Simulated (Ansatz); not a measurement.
Mulliken charges of `O=CC[S][GaH2]` from PBE/def2-TZVPP in Ansatz (PBE0-D4/def2-TZVP geometry).

```csv
atom,x (Å),y (Å),z (Å),charge (e)
O1,0.178,0.788,1.036,-0.167
C2,0.381,-0.413,1.051,0.104
C3,0.184,-1.313,-0.102,-0.038
S4,-0.408,-0.536,-1.613,-0.287
Ga5,-0.493,1.606,-0.769,0.204
H6,0.737,-0.866,1.989,0.104
H7,1.147,-1.822,-0.257,0.107
H8,-0.498,-2.104,0.241,0.107
H9,-1.926,2.123,-0.398,-0.066
H10,0.699,2.538,-1.178,-0.067
```

**Question.** By hand: the dipole of these point charges (1 e Å = 4.8032 D).

**Answer.** Σ q r = (0.246, -0.464, 0.557) e Å, of length 0.766 e Å = 3.68 D.

**Question.** How does the dipole of the full density compare? (Estimate.)

**Answer.** Computed: (0.283, -0.585, 0.615) e Å, 4.30 D; the point charges give 0.86 times that, at 4° from its direction.

Point charges leave out the atoms' own dipoles, such as those of lone pairs, and Mulliken's split depends on the basis, so the close match here is no proof of good charges.
